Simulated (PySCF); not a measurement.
**Vertical excitation energies**

Species: C7H11N.
InChI=1S/C7H11N/c1-8-7-5-3-2-4-6-7/h7H,2-6H2

Computed, not measured: TDDFT CAM-B3LYP/def2-SVPD, vertical, gas phase, core orbitals frozen in the response in PySCF. One conformer (not necessarily the lowest) at the PBE0-D3(BJ)/def2-SVP geometry, without solvent, vibrations or thermal averaging.

```
state  E (eV)  E (hartree)       f  |μ| (D)  symmetry     main configurations (H = HOMO, L = LUMO)
   S1    7.89       0.2898  0.0001     0.06         –  H-1→L+5 (22%), H-2→L+4 (18%), H-5→L+5 (15%)
   S2    8.13       0.2988   0.064     1.44        A′                     H→L+5 (57%), H→L+1 (22%)
   S3    8.16       0.3000   0.016     0.73        A″   H-2→L+4 (41%), H-4→L+4 (10%), H-1→L+5 (9%)
   S4    8.18       0.3004  0.0003     0.11         –  H-1→L+4 (25%), H-2→L+5 (20%), H-5→L+4 (14%)
   S5    8.20       0.3012   0.049     1.26        A″                                  H→L+4 (85%)
   S6    8.56       0.3145  0.0000     0.03         –                                  H-1→L (85%)
   S7    8.79       0.3231  0.0005     0.13         –                       H-2→L (46%), H→L (28%)
   S8    8.88       0.3263   0.087     1.61        A′          H-2→L (27%), H→L (21%), H→L+3 (16%)
   S9    8.93       0.3283  0.0030     0.30        A″                 H-1→L+1 (74%), H-1→L+5 (10%)
  S10    9.06       0.3328   0.013     0.62        A′                                  H-3→L (74%)
```

Triplets, Tamm–Dancoff:

```csv
state,E (eV),λ (nm),"main configurations (H = HOMO, L = LUMO)"
T1,5.90,210.2,"H→L+5 (65%), H→L+1 (13%)"
T2,5.91,209.6,H→L+4 (87%)
T3,6.71,184.9,"H-2→L+5 (20%), H-1→L+4 (19%), H-5→L+4 (18%)"
T4,7.22,171.8,"H-1→L+4 (24%), H-5→L+4 (20%), H-2→L+5 (17%)"
```

The lowest singlet comes at 157 nm (761 kJ/mol) in the vacuum ultraviolet; it is dark (f under 0.0005); its leading configuration is HOMO-1→LUMO+5 (22%). The strongest level in the table is S8 at 8.88 eV (140 nm, f = 0.087). Löwdin shares by element: HOMO carbon 78% or more, nitrogen 15%; LUMO carbon 28% or more, hydrogen 7% or more (atoms not listed hold the other 65%). Of the 10 states listed, 5 reach f = 0.01 and 3 stay under 0.0005. Orbital energies (eV): HOMO-3 -10.93, HOMO-2 -10.48, HOMO-1 -10.18, HOMO -10.00, LUMO 1.14, LUMO+1 1.48, LUMO+2 1.73. The oscillator strengths of these states sum to 0.234; summed over the whole spectrum of an exact calculation they would give the number of electrons, 60 (Thomas–Reiche–Kuhn). The vertical ionisation energy (ΔSCF) is 10.90 eV, 1.84 eV above S10. Symmetry labels in Cs follow from the direction of the transition dipole and are given only for states with f of 0.002 or more. Only the lowest 10 singlets were computed, as vertical energies without vibronic structure.
